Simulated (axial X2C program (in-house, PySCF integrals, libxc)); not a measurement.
**Worked dissociation energy of InP: BP86, scalar-relativistic**

Calculated with an axial X2C code built on PySCF integrals. Spin-free means the one-electron spin-free X2C Hamiltonian. Basis: In dyall-cv3z [11s12p9d4f1g], P dyall-v3z [8s7p2d1f] (cores contracted in-house); Gaussian nuclei, density fitting, unrestricted open shells. Masses: In 114.904 u, P 30.974 u.

Molecular state: M_S = 1, Λ = 0 (beyond evenly filled blocks: π+α, π-α).

| Item | Value |
| --- | --- |
| E(In) (2M_S = 1, M_L = 0) | -5881.696061 hartree |
| E(P) (2M_S = 3, M_L = 0) | -342.133138 hartree |
| E(InP) at Re | -6223.906757 hartree |
| ωe | 242.3 cm⁻¹ |
| ωexe | 0.763 cm⁻¹ |

Work out De and D0.

De = -5881.696061 + (-342.133138) − (-6223.906757) = 0.07756 hartree = 2.110 eV. The zero-point energy is ωe/2 − ωexe/4 = 121 cm⁻¹ = 0.015 eV, so D0 = 2.095 eV.

Dissociation energies refer to the lowest single-determinant-based atoms at the same level and basis. The state is one determinant with fixed occupations, lowest in a PBE0 search at one distance only: followed along the bond, the 2c determinant Ω = 1 reaches 0.25 eV lower at PBE0, at Re = 2.646 Å, so the state shown is not the lowest. At some level and bond length an empty orbital lies below a filled one. Spin-free De lacks the spin–orbit lowering of the heavy p-block atom, a tenth of an eV or more for 4p and 5p, up to an eV for 6p and one to two eV for 7p atoms, less what an open-shell molecule gains itself. With spin–orbit coupling the lowest determinant has another configuration, so this spin-free state is a model.

Each atomic determinant is the lowest at this level and need not be a pure term. Totals compare only within one Hamiltonian and basis.
